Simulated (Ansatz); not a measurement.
Born–Oppenheimer molecular dynamics of Cl$_{2}$F$_{3}$HOW (8 atoms, charge 0, multiplicity 1). It starts from a relaxed structure.

The calculation used RKS PBE/def2-SVP (Ansatz 0.2.0).

```
ensemble        : NVT, Langevin thermostat
time step       : 0.5 fs
steps asked     : 500
set temperature : 3000 K
friction        : 0.05 /fs
seed            : 641610
```

First frame:

```xyz
8
Properties=species:S:1:pos:R:3
W -0.032 -0.030 -0.001
F -0.080 0.052 1.871
O 1.833 -0.173 -0.005
H 2.550 -0.834 -0.011
F 0.062 1.842 -0.001
Cl -2.344 -0.040 0.002
Cl -0.075 -2.362 -0.002
F -0.086 0.053 -1.874
```

Task: How far do the bonds stretch over the last three quarters of this one trajectory? (Pairs bonded in most of those frames.)

Result: 
```json
{"bond": "W1–F2", "mean (Å)": "1.910", "spread (Å)": "0.090", "shortest": "1.75", "longest": "2.09"}
{"bond": "W1–O3", "mean (Å)": "1.960", "spread (Å)": "0.131", "shortest": "1.75", "longest": "2.23"}
{"bond": "W1–F5", "mean (Å)": "1.897", "spread (Å)": "0.086", "shortest": "1.75", "longest": "2.15"}
{"bond": "W1–Cl6", "mean (Å)": "2.358", "spread (Å)": "0.133", "shortest": "2.06", "longest": "2.64"}
{"bond": "W1–Cl7", "mean (Å)": "2.326", "spread (Å)": "0.143", "shortest": "2.04", "longest": "2.64"}
{"bond": "W1–F8", "mean (Å)": "1.899", "spread (Å)": "0.072", "shortest": "1.77", "longest": "2.06"}
{"bond": "O3–H4", "mean (Å)": "1.025", "spread (Å)": "0.083", "shortest": "0.86", "longest": "1.27"}
```

Pairs bonded in part of these frames only: W1–H4 39 %.

Mean temperature of the second half: 2820 K. A run of 0.25 ps of so small a system gives no equilibrium averages.

Run time: 16 min on 4 threads of Arm Neoverse V1, with other jobs on the host, peak memory 0.2 GiB.
